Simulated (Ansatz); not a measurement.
Basis-set extrapolation for CH7AlO2Si (PBE0-D4/def2-TZVP geometry, frozen core, Ansatz). Multiplicity 1, RHF reference.

|  | def2-TZVPP | def2-QZVPP |
| --- | --- | --- |
| HF | -722.575958 | -722.601364 |
| MP2 correlation | -0.863870 | -0.929683 |
| CCSD(T) correlation | -0.943861 | not run |

Energies in hartree. Use E(X) = E(∞) + A·exp(−7.88·√X) for Hartree–Fock and E(X) = E(∞) + B·X^(−2.97) for correlation, with X = 3 and 4, and add CCSD(T) minus MP2 of the smaller set to the MP2 limit.

Question: What is the CCSD(T) energy at the basis-set limit?

Answer: HF limit: -722.601364 + (-0.025406) × 0.13774 = -722.60486. MP2 limit: -0.929683 + (-0.065813) × 0.74074 = -0.97843. Higher-order term: -0.943861 − (-0.863870) = -0.07999. Total: -723.66328 hartree, 3.90 eV below CCSD(T)/def2-TZVPP.
